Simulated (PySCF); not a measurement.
CH3Si, SMILES [CH]=[SiH2], multiplicity 2.

Coordinates come from a ωB97X-D3(BJ)/def2-TZVP optimisation. The isomer is the one that the SMILES or the coordinates give; other isomers of the formula were not compared.

Two levels are set side by side: PBE/def2-TZVPD (PySCF) and PBE0/def2-TZVPD (PySCF). Same geometry, gas phase. Differences are taken from unrounded values.

```csv
quantity,PBE0
α-spin orbital gap (eV),5.76
β-spin orbital gap (eV),4.18
dipole moment (D),0.74
mean polarisability (bohr³),45.4
```

Q: What does PBE give, and how far is it from PBE0? (An estimate is asked for; the answer gives what the named calculation found.)

A: 
```csv
quantity,PBE,PBE minus PBE0
α-spin orbital gap (eV),3.60,-2.16
β-spin orbital gap (eV),2.00,-2.18
dipole moment (D),0.67,-0.07
mean polarisability (bohr³),46.5,1.1
```

Rough cost on one machine, each run with all the roots and properties that it gave: PBE0 against PBE within a factor of 2.
